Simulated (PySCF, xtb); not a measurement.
Si(Br)(NH2) (BrH2NSi), SMILES N[Si]Br (connectivity only; charge and spin as stated), neutral, multiplicity 1. The values are those of a single conformer.

Harmonic wavenumbers (cm⁻¹) from GFN2-xTB (xtb) at its own minimum, in rising order: 211, 324, 346, 447, 760, 919, 1500, 3411, 3514.

**Question.** What does PBE0-D3(BJ)/def2-TZVP (PySCF 2.14.0) give at its own minimum? (The exact figures need the calculation; the answer reports its results.)

**Answer.** 227, 380, 508, 539, 762, 880, 1565, 3568, 3676. Paired by order, the mean absolute difference is 83 cm⁻¹ and the zero-point energies are 16.3 and 17.3 kcal/mol.
